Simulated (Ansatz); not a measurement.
Frontier orbitals of Ge₂H₁₂Si₃, SMILES `[SiH3][GeH2][SiH2][GeH2][SiH3]`.

```csv
atom,x (Å),y (Å),z (Å)
Si1,-0.177,1.820,1.964
Ge2,-1.730,0.933,0.395
Si3,-1.328,-1.392,0.080
Ge4,0.993,-1.705,-0.348
Si5,1.709,-0.214,-2.058
H6,-0.409,3.271,2.190
H7,-0.306,1.103,3.260
H8,1.206,1.628,1.452
H9,-1.553,1.654,-0.955
H10,-3.173,1.181,0.874
H11,-1.734,-2.139,1.303
H12,-2.122,-1.905,-1.070
H13,1.285,-3.162,-0.753
H14,1.780,-1.410,0.943
H15,1.472,1.188,-1.622
H16,3.156,-0.388,-2.352
H17,0.932,-0.463,-3.301
```

Charge 0, multiplicity 1. Correlated methods include outer-core shells of Ge, which these sets cover unevenly. Scalar relativity is left out up to krypton. All single points use the PBE0-D4/def2-TZVP geometry. It is one conformer, not always the lowest. Basis def2-TZVPP, the Gaussian-basis code of Ansatz.

| functional | HOMO (eV) | LUMO (eV) | gap (eV) |
| --- | --- | --- | --- |
| PBE | -6.76 | -1.11 | 5.65 |
| revPBE | -6.72 | -1.02 | 5.70 |
| r2SCAN | -7.01 | -0.86 | 6.15 |
| PBE0 | -7.77 | -0.33 | 7.44 |
| B3LYP | -7.55 | -0.49 | 7.06 |
| HSE06 (plane-wave form) | -7.38 | -0.69 | 6.69 |
| BHLYP | -8.63 | 0.56 | 9.19 |
| CAM-B3LYP | -8.93 | 0.67 | 9.60 |
| ωB97X-V | -9.90 | 1.61 | 11.51 |
| ωB97M-V | -9.70 | 1.30 | 11.00 |

Problem. What is the vertical ionisation energy at frozen-core CCSD(T)/def2-TZVPP? (An estimate is asked.)

Solution. The calculation gave: 9.53 eV (T1 of the cation 0.017).

Against PBE, PBE0 changes HOMO and LUMO by −1.00 and +0.79 eV, ωB97M-V by −2.94 and +2.41 eV. A gap of 5.65 eV thus becomes 11.00 eV for the same molecule, so an orbital gap means little without its functional. A positive LUMO is unbound and depends on the basis. −ε(HOMO) differs from that ionisation energy by −2.77 eV with PBE and +0.16 eV with ωB97M-V.

B3LYP here is the variant with VWN-RPA as its local correlation; programs differ in this.
